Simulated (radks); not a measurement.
Results of a calculation; reference values are marked as such.
Species: Co20+. Configuration: [He] 2s2 2p3.

Level of theory: scalar-relativistic Kohn-Sham, r2SCAN, spin-polarised, spherical densities, finite nucleus; open shells are filled with parallel spins first; meta-GGA in the generalised Kohn-Sham scheme; Fermi nuclear charge, rms radius 3.7875 fm (a radial shooting solver on a logarithmic mesh with Libxc functionals).

Energy parts (eV):
total: -29442.193
kinetic: 29916.850
electron-nucleus: -62308.244
Hartree: 3845.007
exchange-correlation: -895.805

Orbitals (lengths in bohr, moments of r in powers of bohr; <r^-3> diverges for s and p1/2):
orbital	occ.	eigenvalue (eV)	<r^-3>
1s up	1	-8665.310	-
1s down	1	-8642.793	-
2s up	1	-1791.115	-
2s down	1	-1753.988	-
2p up	3	-1690.194	638.2
2p down	0	-1643.203	624.0

The highest occupied level is 2p up at -1690.2 eV. Summed over all electrons, <r^2> = 0.3019 bohr^2, which gives a Langevin (diamagnetic) susceptibility term of -0.239 x 10^-6 cm^3/mol. The density falls to 0.001 e/bohr^3 at r = 0.78 bohr. The electron density at the nucleus is 1.739e+04 e/bohr^3 (large components only). The spin density at the nucleus is -3.45 e/bohr^3 (1s -33.32, 2s 29.87). For comparison, the ionisation energy in NIST's Atomic Spectra Database is 1724 eV (semi-empirical). In exact Kohn-Sham theory the highest level is minus the ionisation energy, but local and semilocal functionals leave it too shallow, through self-interaction and a potential that decays too fast; potentials with the right tail come closer.
